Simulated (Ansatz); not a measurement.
Cost and result for the atomization energy of `CB(C)N=C=O` (12 atoms, 11 bonds).

```json
{"atom": "C1", "x (Å)": "-0.080", "y (Å)": "-1.626", "z (Å)": "0.382"}
{"atom": "B2", "x (Å)": "0.019", "y (Å)": "-0.109", "z (Å)": "0.020"}
{"atom": "C3", "x (Å)": "-1.247", "y (Å)": "0.790", "z (Å)": "-0.188"}
{"atom": "N4", "x (Å)": "1.320", "y (Å)": "0.469", "z (Å)": "-0.123"}
{"atom": "C5", "x (Å)": "2.110", "y (Å)": "1.344", "z (Å)": "-0.314"}
{"atom": "O6", "x (Å)": "2.938", "y (Å)": "2.144", "z (Å)": "-0.491"}
{"atom": "H7", "x (Å)": "-0.100", "y (Å)": "-1.701", "z (Å)": "1.479"}
{"atom": "H8", "x (Å)": "0.776", "y (Å)": "-2.212", "z (Å)": "0.046"}
{"atom": "H9", "x (Å)": "-1.005", "y (Å)": "-2.089", "z (Å)": "0.030"}
{"atom": "H10", "x (Å)": "-1.574", "y (Å)": "0.661", "z (Å)": "-1.230"}
{"atom": "H11", "x (Å)": "-2.089", "y (Å)": "0.472", "z (Å)": "0.431"}
{"atom": "H12", "x (Å)": "-1.069", "y (Å)": "1.857", "z (Å)": "-0.041"}
```

Charge 0, multiplicity 1. The structure was optimised at the PBE0-D4/def2-TZVP level. It is one conformer, not always the lowest. Program: Ansatz. All runs use 4 threads of an Arm Neoverse V2 on a shared host. Times are those of one run each, without the atoms' runs, and a repeat can differ threefold. Electronic energies, without spin–orbit coupling; frozen cores. CCSD(T)/CBS adds CCSD(T) − MP2 in def2-TZVPP to the MP2 limit, and its time is that of the two runs behind it. T1 = 0.014. B3LYP takes the VWN-RPA correlation (the form of Gaussian; ORCA's B3LYP/G). HSE06 is the plane-wave form, built on full-range PBE exchange.

CCSD(T)/CBS is a level of theory with its own doubt, some kJ/mol a heavy atom from the limit and from the frozen cores, so smaller differences don't rank the functionals.

```tsv
level	functions	wall time
HSE06-D4/def2-TZVPP	270	2.6 s
BHLYP-D4/def2-TZVPP	270	2.7 s
CAM-B3LYP-D4/def2-TZVPP	270	3 s
B3LYP-D4/def2-TZVPP (with forces)	270	3.7 s
r2SCANh-D4/def2-TZVPP	270	3.8 s
B2PLYP/def2-TZVPP	270	4.8 s
PBE-QIDH/def2-TZVPP	270	5 s
B97M-V/def2-TZVPP	270	7 s
CCSD(T)/def2-SVP	114	7 s
ωB97M-V/def2-TZVPP (with forces)	270	9.5 s
MP2/def2-QZVPP	522	20 s
CCSD(T)/def2-TZVPP	270	3.3 min
CCSD(T)/CBS(def2)	–	3.6 min
```

Task: What atomization energy does each give, and how far from CCSD(T)/CBS? (An estimate is asked.)

Result: Computed: 
```json
{"level": "HSE06-D4/def2-TZVPP", "atomization (kJ/mol)": "5276.7", "difference from CCSD(T)/CBS": "88.7", "per bond": "8.1"}
{"level": "BHLYP-D4/def2-TZVPP", "atomization (kJ/mol)": "5055.0", "difference from CCSD(T)/CBS": "-133.0", "per bond": "-12.1"}
{"level": "CAM-B3LYP-D4/def2-TZVPP", "atomization (kJ/mol)": "5258.2", "difference from CCSD(T)/CBS": "70.2", "per bond": "6.4"}
{"level": "B3LYP-D4/def2-TZVPP (with forces)", "atomization (kJ/mol)": "5245.2", "difference from CCSD(T)/CBS": "57.2", "per bond": "5.2"}
{"level": "r2SCANh-D4/def2-TZVPP", "atomization (kJ/mol)": "5216.5", "difference from CCSD(T)/CBS": "28.5", "per bond": "2.6"}
{"level": "B2PLYP/def2-TZVPP", "atomization (kJ/mol)": "5193.5", "difference from CCSD(T)/CBS": "5.5", "per bond": "0.5"}
{"level": "PBE-QIDH/def2-TZVPP", "atomization (kJ/mol)": "5205.7", "difference from CCSD(T)/CBS": "17.7", "per bond": "1.6"}
{"level": "B97M-V/def2-TZVPP", "atomization (kJ/mol)": "5253.7", "difference from CCSD(T)/CBS": "65.7", "per bond": "6.0"}
{"level": "CCSD(T)/def2-SVP", "atomization (kJ/mol)": "4978.6", "difference from CCSD(T)/CBS": "-209.4", "per bond": "-19.0"}
{"level": "ωB97M-V/def2-TZVPP (with forces)", "atomization (kJ/mol)": "5240.3", "difference from CCSD(T)/CBS": "52.3", "per bond": "4.8"}
{"level": "MP2/def2-QZVPP", "atomization (kJ/mol)": "5273.3", "difference from CCSD(T)/CBS": "85.3", "per bond": "7.8"}
{"level": "CCSD(T)/def2-TZVPP", "atomization (kJ/mol)": "5061.1", "difference from CCSD(T)/CBS": "-126.9", "per bond": "-11.5"}
{"level": "CCSD(T)/CBS(def2)", "atomization (kJ/mol)": "5188.0", "difference from CCSD(T)/CBS": "0.0", "per bond": "0.0"}
```

The D4 term adds +33.1 kJ/mol with B3LYP and +17.6 kJ/mol with PBE0; it sums over pairs of atoms, weighted by their polarisabilities, and B3LYP, whose exchange is more repulsive, gets the larger term. In def2-TZVPP, CCSD(T) changes the Hartree–Fock value by +1268.4 kJ/mol (the triples alone add +91.6 kJ/mol) and MP2 by +1405.9 kJ/mol; breaking electron pairs costs correlation energy, which Hartree–Fock lacks. Leaving LDA and LC-ωPBE aside and taking each functional with its dispersion term where it has one, the values, not all of them listed here, spread over 348.1 kJ/mol, from BHLYP-D4 to PBE-D4. LDA lies +643.7 kJ/mol from PBE without D4, its usual overbinding.
